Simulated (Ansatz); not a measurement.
Cl₄V (SMILES [Cl][V]([Cl])([Cl])[Cl]), doublet, geometry from GFN2-xTB (such geometries of metal compounds can be far from the true shape); Ansatz (an electronic-structure program) with B3LYP/cc-pVDZ.

Here is a job for Ansatz.
Ansatz 0.2 input:
```yaml
crystal:
  periodic: [false, false, false]
  atoms:
    - {symbol: V, position_ang: [0.00000000, 0.00000000, 0.00000000]}
    - {symbol: Cl, position_ang: [1.68640898, -0.39049992, -1.07430154]}
    - {symbol: Cl, position_ang: [0.63181644, 0.30687967, 1.91238648]}
    - {symbol: Cl, position_ang: [-0.90946576, 1.55036739, -0.95907361]}
    - {symbol: Cl, position_ang: [-1.40875965, -1.46674714, 0.12098867]}
basis:
  gaussian:
    orbitals: cc-pVDZ
hamiltonian:
  xc: b3lyp
magnetization: {spin_polarized: true, initial_magnetization: 1}
output: {forces: true}
```

**Question.** Write the output that Ansatz gives for this input, abridged.

**Answer.** 
```
Functional definition: B3LYP
1246 factors; integrals over basis functions are off by at most 6.0e-4 eV
mean field evaluation 1: about -75783.4645 eV, gradient 2.7e1 eV
mean field evaluation 2: about -75765.3452 eV, gradient 6.3e1 eV
mean field evaluation 4: about -75786.4051 eV, gradient 4.6e0 eV
mean field evaluation 8: about -75786.5362 eV, gradient 1.7e-1 eV
mean field evaluation 16: about -75786.5364 eV, gradient 8.3e-5 eV
mean field evaluation 32: about -75785.9719 eV, gradient 3.7e0 eV
mean field -75786.53637546 eV, -2785.1038418389 hartree, gradient 2.7e-6 eV, S^2 0.756984; 3 other end points of the search recorded, 0 dependent functions left out
the calculation of the forces begins
reference -75786.53669111 eV, -2785.1038534386 hartree; 46, 45 occupied and 69, 70 virtual orbitals, 1246 factors
Total energy: -75786.53669111 eV, -2785.1038534386 hartree
Atom 0 at     0.000000     0.000000     0.000000 Å, force    -0.000000     0.000001     0.000000 eV/Å
Atom 1 at     1.686409    -0.390500    -1.074302 Å, force     2.180109    -0.714367    -1.479550 eV/Å
Atom 2 at     0.631816     0.306880     1.912386 Å, force     0.772175     0.607876     2.546860 eV/Å
Atom 3 at    -0.909466     1.550367    -0.959074 Å, force    -1.190664     2.191470    -1.109974 eV/Å
Atom 4 at    -1.408760    -1.466747     0.120989 Å, force    -1.761620    -2.084979     0.042664 eV/Å
Dipole moment:    -0.000000     0.000000     0.000000 e Å
```
